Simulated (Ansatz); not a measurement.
Consider the redistribution: `OBC[SiH3]` + `C[O][SnH3]` → `OB[O][SnH3]` + `CC[SiH3]`.

Computed with Ansatz on PBE0-D4/def2-TZVP structures; ΔE is electronic, products minus reactants. CCSD(T)/CBS adds triple-zeta CCSD(T) − MP2 to the extrapolated MP2 energy (def2 sets, frozen cores). def2 core potentials past Kr. For Sn outer-core shells are correlated without core-valence functions, which leaves a few kJ/mol of doubt a bond. Each species was taken in one conformer, which may not be the lowest.

`OBC[SiH3]`:

Z-matrix (Å, degrees):
```
C
B 1 1.552
Si 1 1.880 2 110.9
H 1 1.095 2 111.3 3 -117.5
H 1 1.095 2 112.1 3 119.8
O 2 1.358 1 119.0 3 -96.6
H 2 1.205 1 121.8 3 81.3
H 3 1.488 1 110.6 2 -57.6
H 3 1.488 1 110.5 2 -177.4
H 3 1.487 1 110.7 2 62.4
H 6 0.960 2 113.1 1 177.8
```

`C[O][SnH3]`:

Z-matrix (Å, degrees):
```
C
O 1 1.402
H 1 1.100 2 112.6
H 1 1.094 2 108.4 3 118.9
H 1 1.100 2 112.6 3 -122.2
Sn 2 1.967 1 119.0 3 61.1
H 6 1.709 2 107.4 1 -59.6
H 6 1.698 2 103.8 1 -180.0
H 6 1.709 2 107.4 1 59.7
```

`OB[O][SnH3]`:

Z-matrix (Å, degrees):
```
Sn
O 1 1.992
H 1 1.701 2 107.9
H 1 1.702 2 101.7 3 -118.5
H 1 1.701 2 107.9 3 123.0
B 2 1.339 1 121.4 3 -61.4
O 6 1.375 2 118.9 1 0.0
H 6 1.203 2 120.6 1 180.0
H 7 0.958 6 113.6 2 180.0
```

`CC[SiH3]`:

Cartesian coordinates in Å:
```
C -0.804 0.331 -1.124
C -0.011 -0.658 -0.275
Si 0.768 0.120 1.244
H -1.244 -0.152 -1.999
H -0.169 1.146 -1.483
H -1.620 0.782 -0.553
H 0.786 -1.119 -0.868
H -0.655 -1.481 0.056
H -0.282 0.711 2.120
H 1.703 1.209 0.847
H 1.527 -0.889 2.033
```

| species | CCSD(T)/CBS(def2) energy (Eh) |
| --- | --- |
| `OBC[SiH3]` | -431.36750 |
| `C[O][SnH3]` | -330.83288 |
| `OB[O][SnH3]` | -392.27481 |
| `CC[SiH3]` | -369.99568 |

Task: Work out ΔE.

Result: ΔE = (-392.27481) + (-369.99568) − (-431.36750) − (-330.83288) = -0.07011 Eh = -1.91 eV.

Largest T1 diagnostic among the species: 0.014.

From PBE to PBE0 (25 % exact exchange), in def2-TZVPP and without D4, ΔE moves by −0.05 eV.
